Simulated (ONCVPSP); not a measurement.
# Varying the ONCV potential for rubidium (Rb)

Base potential:

```json
{"Element": "Rb", "Generator": "ONCVPSP 4.0.1", "Type": "optimised norm-conserving Vanderbilt (ONCV)", "Functional": "PBEsol", "Relativity": "scalar-relativistic", "Frozen core": "[Ar] 3d10", "Valence charge": "9", "Reference configuration": "4s2 4p6 4d1", "Partial waves": "4s: rc 2.10 bohr, ncon 3, nbas 7, qcut 7.4 1/bohr, 2 projectors, debl 2.6 Ha; 4p: rc 2.50 bohr, ncon 4, nbas 7, qcut 4.7 1/bohr, 1 projector; 4d: rc 4.00 bohr, ncon 5, nbas 8, qcut 2.5 1/bohr, 2 projectors, debl 1.7 Ha", "Local potential": "polynomial inside 2.00 bohr (lpopt 5, dvloc0 1 Ha)", "Core correction": "none"}
```

All-electron outer shells of the reference configuration (PBEsol, scalar-relativistic, ld1.x):

```
shell  level (eV)  outermost node (bohr)  outermost maximum (bohr)
   4s      -33.21                   0.62                      1.25
   4p      -17.28                   0.64                      1.42
   4d       -0.63                   0.70                      7.31
```

Cutoffs, loose and tight: the cutoffs (Ha) at which the residual kinetic energy of the hardest occupied pseudo-wave falls to 1 and 0.1 mHa per electron. They do not see the model core or the augmentation charge, which bear on the density cutoff. Test errors are all-electron minus pseudo excitation energies from the reference, over the configurations 4s2 4p6 4d0 5s1; 4s2 4p6 4d0; 4s2 4p6 4d0 5s0.5; 4s2 4p5 4d0 5s1. A dash means not determined; rows that change the core or the reference have their own tests. The largest error is taken over the tests solved by every variant that gives reliable tests at all: 4s2 4p6 4d0; 4s2 4p6 4d0 5s0.5; 4s2 4p6 4d0 5s1.

A true bound ghost makes a file unfit for plane-wave use even where its test errors are small: the radial tests pick states by their node count and pass the ghost by.

```tsv
change	outcome	cutoff, loose	cutoff, tight	bound ghosts	GHOST(+) flags above zero	largest test error (meV)
base	generated	15 Ha	19 Ha	none	none	+2.5
s: qcut 4.9; p: qcut 3.1; d: qcut 1.7	generated	11 Ha	22 Ha	none	d	+3.9
s: qcut 5.7; p: qcut 3.6; d: qcut 1.9	generated	10 Ha	15 Ha	d	none	+3.7
s: qcut 8.2; p: qcut 5.2; d: qcut 2.8	generated	17 Ha	21 Ha	none	s	+2.0
s: qcut 9.1; p: qcut 5.8; d: qcut 3.1	failed: ERROR pspot: first pseudo wave function has node, program will stop	–	–	–	–	–
s: qcut 10; p: qcut 6.3; d: qcut 3.4	failed: ERROR pspot: first pseudo wave function has node, program will stop	–	–	–	–	–
s: qcut 10.8; p: qcut 6.9; d: qcut 3.7	failed: ERROR pspot: first pseudo wave function has node, program will stop	–	–	–	–	–
```

Question: What comes out with this change to the base: s: qcut 6.5; p: qcut 4.1; d: qcut 2.2?

Answer: outcome: generated; cutoff, loose: 13 Ha; cutoff, tight: 15 Ha; bound ghosts: none; GHOST(+) flags above zero: d; largest test error (meV): +2.7.
